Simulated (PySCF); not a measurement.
Molecule: heptafluoropropyl methyl ether, C₄H₃F₇O (charge 0, singlet). SMILES: C(F)(F)(OC)C(F)(F)C(F)(F)F
Structure (B3LYP-D3(BJ)/def2-TZVP (Ansatz) minimum search):
```xyz
15

C      3.3144    -0.2729    -0.4886
O      2.0757    -0.4482     0.2282
C      0.9745     0.0314    -0.3587
F      0.7465    -0.5363    -1.5772
F      1.0499     1.3737    -0.5858
C     -0.2356    -0.2612     0.5753
F     -0.3187    -1.5937     0.7626
F     -0.0123     0.3350     1.7637
C     -1.6255     0.2240     0.0659
F     -1.6421     1.5476    -0.0994
F     -2.5495    -0.1013     0.9755
F     -1.9452    -0.3604    -1.0898
H      3.2733    -0.7868    -1.4479
H      4.0734    -0.7218     0.1438
H      3.5232     0.7863    -0.6314
```
Charge 0, spin multiplicity 1.

Dispersion corrections to the total energy (kcal/mol) from the dftd3 and dftd4 libraries through PySCF: D3(BJ) without and D4 with the three-body term, each with the damping fitted for the functional named.

| functional | D3(BJ) | D4 |
|---|---|---|
| BHLYP | -9.12 | -8.97 |
| B2PLYP | -5.43 | -5.90 |
| LC-wPBE | -6.54 | -9.19 |
| PBE0 | -6.16 | (withheld) |
| HSE06 | (withheld) | -6.52 |
| TPSS | (withheld) | -11.33 |
| r2SCAN | -2.10 | -2.29 |

**Question.** Some entries are withheld; supply them.

**Answer.** 
- PBE0, D4: -7.07
- HSE06, D3(BJ): -4.54
- TPSS, D3(BJ): -8.98
